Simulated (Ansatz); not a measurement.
Computed with Ansatz on PBE0-D4/def2-TZVP structures; ΔE is electronic, products minus reactants. CCSD(T)/CBS adds triple-zeta CCSD(T) − MP2 to the extrapolated MP2 energy (def2 sets, frozen cores). This one scheme is used for every species. Functionals use def2-TZVPP. B3LYP here is the variant with VWN-RPA as its local correlation; programs differ in this. Each species was taken in one conformer, which may not be the lowest.

Consider the ligand exchange at the Si–S bond: `O[SiH2][SiH]([SiH3])S` + HCl → `O[SiH2][SiH]([SiH3])Cl` + H₂S.

Q: Is it downhill or uphill in electronic energy at CCSD(T)/CBS, and by how much? (Best estimate.)

A: Computed: Downhill: ΔE = -32.9 kJ/mol.

Q: What do these levels give: r2SCAN-D4, PBE0-D4, B3LYP-D4, ωB97M-V, B2PLYP, r2SCAN, HF/def2-TZVPP, MP2/def2-TZVPP, SCS-MP2/def2-TZVPP, CCSD/def2-TZVPP, CCSD(T)/def2-TZVPP, MP2/def2-QZVPP? (Estimate.)

A: The calculation gave: r2SCAN-D4 -33.6, PBE0-D4 -30.0, B3LYP-D4 -34.8, ωB97M-V -35.3, B2PLYP -36.3, r2SCAN -34.3, HF/def2-TZVPP -45.6, MP2/def2-TZVPP -30.3, SCS-MP2/def2-TZVPP -33.7, CCSD/def2-TZVPP -33.3, CCSD(T)/def2-TZVPP -31.2, MP2/def2-QZVPP -31.6 kJ/mol.

Largest T1 diagnostic among the species: 0.013.

In def2-TZVPP, CCSD(T) changes the Hartree–Fock value by +14.4 kJ/mol (the triples alone add +2.1 kJ/mol) and MP2 by +15.3 kJ/mol. The D4 term adds +4.4 kJ/mol with B3LYP and +2.5 kJ/mol with PBE0; it sums over pairs of atoms, weighted by their polarisabilities, and B3LYP, whose exchange is more repulsive, gets the larger term.
